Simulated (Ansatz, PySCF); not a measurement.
Gas-phase reaction in SMILES: CN(C)[SiH3] + 2 N (NH3) -> 2 CN (CH5N) + N[SiH3]
Structures are relaxed separately at B3LYP-D3(BJ)/def2-TZVP in Ansatz (a quantum-chemistry and plane-wave program). Frequencies are from Ansatz or PySCF.
Geometry of the first species:
```xyz
13

Si    -0.7131    -0.8091    -0.8012
N      0.0627     0.2883     0.2745
C      0.6908     1.5002    -0.2175
H      0.2163     1.8262    -1.1440
H      0.5848     2.3084     0.5148
H      1.7649     1.3700    -0.4139
C      0.5895    -0.1604     1.5498
H      0.4823     0.6268     2.3044
H      0.0418    -1.0356     1.9016
H      1.6554    -0.4257     1.4972
H      0.2051    -1.6924    -1.5785
H     -1.4930    -0.0165    -1.7804
H     -1.5950    -1.6897     0.0003
```
Charge 0, spin multiplicity 1.

Quantity: bond separation energy (enthalpy at 298 K, with B3LYP-D3(BJ) rigid-rotor harmonic-oscillator terms), in kJ/mol. Correlated levels leave the core frozen unless marked. Spin-orbit coupling is left out. No relativistic terms. Basis-set limits of correlation are two-point, X^-3; Hartree-Fock from the larger set. [CCSD(T)-MP2]/basis is that difference in the basis named.

```
level                         program  bond separation energy (kJ/mol)
---------------------  --------------  -------------------------------
RI-HF/cc-pV(Q+d)Z              Ansatz                              3.7
PBE-D3(BJ)/def2-TZVPD  Ansatz + dftd3                             23.0
PBE-D4/def2-TZVPD      Ansatz + dftd4                             24.1
revPBE-D4/def2-TZVPD   Ansatz + dftd4                             27.7
```

Question: Predict the RI-MP2/CBS(cc-pV(T+d)Z,cc-pV(Q+d)Z)+[CCSD(T)-MP2]/cc-pV(T+d)Z result (Ansatz).

Answer: 22.5 kJ/mol
